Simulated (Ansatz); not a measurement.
Ansatz (a first-principles code) input file for Al(Me)2(H) cation (C2H7Al), SMILES [CH3][AlH][CH3] (connectivity only; charge and spin as stated), charge +1, multiplicity 2, CAM-B3LYP/def2-SVPD. Geometry optimised at PBE0-D3(BJ)/def2-SVP. The multiplicity is an assumed one; other spin states were not compared. The isomer is the one that the SMILES or the coordinates give; other isomers of the formula were not compared.

Ansatz 0.2 input:
```yaml
crystal:
  periodic: [false, false, false]
  atoms:
    - {symbol: Al, position_ang: [0.70519718, 0.09595113, 0.00000000]}
    - {symbol: C, position_ang: [-0.58837962, -1.68730545, -0.00000000]}
    - {symbol: H, position_ang: [-0.16692245, -2.07738488, -0.93971203]}
    - {symbol: H, position_ang: [-1.64113260, -1.38791880, 0.00000001]}
    - {symbol: H, position_ang: [-0.16692244, -2.07738488, 0.93971203]}
    - {symbol: C, position_ang: [-0.57627879, 1.54570340, -0.00000000]}
    - {symbol: H, position_ang: [0.02649784, 2.47290003, 0.00000000]}
    - {symbol: H, position_ang: [-1.21433596, 1.52415783, 0.89722471]}
    - {symbol: H, position_ang: [-1.21433597, 1.52415783, -0.89722471]}
    - {symbol: H, position_ang: [2.19753868, -0.37627950, -0.00000001]}
basis:
  gaussian:
    orbitals: def2-SVPD
hamiltonian:
  xc: {name: CAM-B3LYP}
total_charge: 1
magnetization: {spin_polarized: true, initial_magnetization: 1}
```

Log of the run:

```
WARN ansatz: RAYON_NUM_THREADS=1 ignored (pool sized by the plan → 1); use --threads N
Functional definition: CAM-B3LYP
integrals: 0.05 GiB planned
1024 factors; their error is unknown
integrals: 0.08 GiB planned
470 factors; integrals over basis functions are off by at most 1.3e-5 eV
mean field: 0.68 GiB planned
mean field evaluation 1: about -8757.1586 eV, gradient 5.0e1 eV
mean field evaluation 2: about -8755.2554 eV, gradient 5.1e1 eV
mean field evaluation 4: about -8770.8814 eV, gradient 3.5e0 eV
mean field evaluation 8: about -8770.9940 eV, gradient 1.8e-1 eV
mean field evaluation 16: about -8771.0170 eV, gradient 1.0e-3 eV
mean field -8771.01703149 eV, -322.3289306983 hartree, gradient 2.7e-5 eV, S^2 0.756155; 0 other end points of the search recorded, 0 dependent functions left out
reference -8771.01716200 eV, -322.3289354947 hartree; 16, 15 occupied and 104, 105 virtual orbitals, 1024 factors
Total energy: -8771.01716200 eV, -322.3289354947 hartree
```

The run converged.
